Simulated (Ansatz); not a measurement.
C3H7Si, SMILES C1[SiH]CC1 (connectivity only; charge and spin as stated), charge +1, multiplicity 1.

The structure is a stationary point at r2SCAN-D4/def2-SVP. The geometry has at least one imaginary mode, so it is a saddle point at that level. The multiplicity is an assumed one; no other spin state was optimised. The isomer is the one that the SMILES or the coordinates give; other isomers of the formula were not compared.

Two levels are set side by side: PBE/def2-SVPD (Ansatz, a first-principles code) and PBE0/def2-SVPD (Ansatz). Energy differences of separate SCF runs at the same geometry; the states with an electron removed or added have multiplicity 2 and 2. Differences are taken from unrounded values.

```json
[
 {"quantity": "vertical ionisation energy (eV)", "PBE0": "16.31"},
 {"quantity": "vertical electron affinity (eV)", "PBE0": "6.52"},
 {"quantity": "vertical singlet–triplet gap (eV)", "PBE0": "3.77"}
]
```

**Question.** What does PBE give, and how far is it from PBE0? (An estimate is asked for; the answer gives what the named calculation found.)

**Answer.** 
| quantity | PBE | PBE minus PBE0 |
|---|---|---|
| vertical ionisation energy (eV) | 16.06 | -0.25 |
| vertical electron affinity (eV) | 6.48 | -0.04 |
| vertical singlet–triplet gap (eV) | 3.53 | -0.24 |
